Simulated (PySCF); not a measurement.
**Question.** Write Cartesian coordinates for `CCCC[Se][Si](C)(C)C` (Me3Si(SeBu)) as optimised with PBE0-D3(BJ)/def2-SVP.

**Answer.** 
```
atom  x, y, z in Å
C1     3.070   -1.244    0.649
C2     3.132    0.059   -0.135
C3     1.768    0.658   -0.472
C4     0.953   -0.188   -1.434
Se5   -0.762    0.607   -1.972
Si6   -1.944    0.323   -0.021
C7    -3.746    0.253   -0.549
C8    -1.690    1.774    1.149
C9    -1.426   -1.280    0.815
H10    2.573   -2.046    0.082
H11    4.077   -1.605    0.908
H12    2.514   -1.112    1.592
H13    3.706    0.803    0.442
H14    3.701   -0.097   -1.070
H15    1.197    0.807    0.461
H16    1.897    1.662   -0.907
H17    1.495   -0.327   -2.383
H18    0.744   -1.189   -1.034
H19   -3.937   -0.626   -1.182
H20   -4.404    0.199    0.333
H21   -4.024    1.152   -1.121
H22   -2.334    1.676    2.039
H23   -0.645    1.842    1.489
H24   -1.941    2.720    0.645
H25   -1.507   -2.134    0.125
H26   -0.394   -1.234    1.193
H27   -2.088   -1.471    1.676
```

Orientation and origin are arbitrary. Atoms count from 1 in this order. Of the pairs four or more bonds apart, H10···H18 is among the closest relative to their van der Waals radii: 2.31 Å, 96 % of the sum of Bondi's values. Si6 (four-coordinate silicon) is distorted tetrahedral (angles from 105.0° to 111.3°). Se5 (selenium bonded to C and Si) is bent (angle 99.6°). All 3 C–Si bonds measure 1.879 to 1.881 Å.

Bonds between heavy atoms (Å): C1–C2 1.522, C2–C3 1.528, C3–C4 1.518, C4–Se5 1.965, Se5–Si6 2.298, Si6–C7 1.879, Si6–C8 1.881, Si6–C9 1.881.

Computed with PySCF, PBE0-D3(BJ)/def2-SVP geometry optimisation, gas phase.

Point group: C1 (no symmetry element, even within 0.4 Å). Not checked by PBE0-D3(BJ)/def2-SVP frequencies. The numbers are those of one conformer (C1–C2–C3–C4 -66°, C2–C3–C4–Se5 -177°, C3–C4–Se5–Si6 -73°).
